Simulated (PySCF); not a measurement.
Cl2Sc, charge +1, singlet, at a GFN2-xTB geometry (such geometries of metal compounds can be far from the true shape) (the multiplicity is a formal guess); R2SCAN/STO-3G (PySCF).

PySCF was given this input:
```python
from pyscf import gto, scf, dft

mol = gto.Mole()
mol.atom = '''
    Sc    0.406218   -0.000294    0.428711
    Cl    1.195032    0.375812   -1.634605
    Cl   -1.696832   -0.375448    1.105021
'''
mol.basis = 'sto-3g'
mol.charge = 1
mol.spin = 0
mol.verbose = 4
mol.build()

mf = dft.RKS(mol)
mf.xc = 'r2scan'
mf.grids.prune = None
mf.kernel()
mf.analyze()
```

Task: Predict the main parts of the log of this PySCF run.

Result: 
```
PySCF version 2.14.0

[INPUT] verbose = 4
[INPUT] num. atoms = 3
[INPUT] num. electrons = 54
[INPUT] charge = 1
[INPUT] spin (= nelec alpha-beta = 2S) = 0
[INPUT] symmetry False subgroup None
[INPUT] Mole.unit = angstrom
[INPUT] Symbol           X                Y                Z      unit          X                Y                Z       unit  Magmom
[...]
nuclear repulsion = 206.345050694477
number of shells = 18
number of NR pGTOs = 108
number of NR cGTOs = 36
basis = sto-3g
ecp = {}

******** <class 'pyscf.dft.rks.RKS'> ********
method = RKS
initial guess = minao
damping factor = 0
level_shift factor = 0
DIIS = <class 'pyscf.scf.diis.CDIIS'>
diis_start_cycle = 1
diis_space = 8
diis_damp = 0
SCF conv_tol = 1e-09
SCF conv_tol_grad = None
SCF max_cycles = 50
direct_scf = True
direct_scf_tol = 1e-13
XC library pyscf.dft.libxc version 7.1.2
    S. Lehtola, C. Steigemann, M. J. T. Oliveira, and M. A. L. Marques,  SoftwareX 7, 1–5 (2018)
XC functionals = r2scan
    J. W. Furness, A. D. Kaplan, J. Ning, J. P. Perdew, and J. Sun,  J. Phys. Chem. Lett. 11, 8208–8215 (2020)
    J. W. Furness, A. D. Kaplan, J. Ning, J. P. Perdew, and J. Sun,  J. Phys. Chem. Lett. 11, 9248–9248 (2020)
    J. W. Furness, A. D. Kaplan, J. Ning, J. P. Perdew, and J. Sun,  J. Phys. Chem. Lett. 11, 8208–8215 (2020)
    J. W. Furness, A. D. Kaplan, J. Ning, J. P. Perdew, and J. Sun,  J. Phys. Chem. Lett. 11, 9248–9248 (2020)
radial grids:
    Treutler-Ahlrichs [JCP 102, 346 (1995); DOI:10.1063/1.469408] (M4) radial grids

becke partition: Becke, JCP 88, 2547 (1988); DOI:10.1063/1.454033
pruning grids: None
grids dens level: 3
symmetrized grids: False
atomic radii adjust function: <function treutler_atomic_radii_adjust>
small_rho_cutoff = 0
Set gradient conv threshold to 3.16228e-05
Initial guess from minao.
tot grids = 108504
init E= -1662.5513519172
[...]
cycle= 1 E= -1663.19051313554  delta_E= -0.639  |g|= 0.359  |ddm|= 2.71
[...]
cycle= 2 E= -1663.02477820868  delta_E= 0.166  |g|= 0.751  |ddm|= 2.38
[...]
cycle= 3 E= -1663.27078777107  delta_E= -0.246  |g|= 0.0168  |ddm|= 1.44
[...]
cycle= 4 E= -1663.27092280523  delta_E= -0.000135  |g|= 0.00135  |ddm|= 0.0357
[...]
cycle= 5 E= -1663.27092373617  delta_E= -9.31e-07  |g|= 0.000125  |ddm|= 0.00324
[...]
cycle= 6 E= -1663.27092374418  delta_E= -8.01e-09  |g|= 5.3e-06  |ddm|= 0.000306
[...]
cycle= 7 E= -1663.27092374419  delta_E= -8.64e-12  |g|= 3.87e-06  |ddm|= 2.28e-05
[...]
Extra cycle  E= -1663.27092374418  delta_E= 5.46e-12  |g|= 4.64e-06  |ddm|= 2.29e-05
converged SCF energy = -1663.27092374418
**** SCF Summaries ****
Total Energy =                       -1663.270923744184074
Nuclear Repulsion Energy =             206.345050694477209
One-electron Energy =                -2684.240954875152056
Two-electron Energy =                  814.624980436490659
Two-electron Coulomb Energy =          909.346669790214150
DFT Exchange-Correlation Energy =      -94.721689353723463
HOMO-LUMO gap [eV] =                     4.470738390429738
**** MO energy ****
[...]
 ** Mulliken pop on meta-lowdin orthogonal AOs  **
 ** Mulliken pop  **
[...]
 ** Mulliken atomic charges  **
charge of    0Sc =      1.05258
charge of    1Cl =     -0.02628
charge of    2Cl =     -0.02630

WARN: System has nonzero charge 1; the dipole moment is origin-dependent.
Location of origin: [0. 0. 0.]

Dipole moment(X, Y, Z, Debye):  4.41771, -0.00318,  4.66220
```
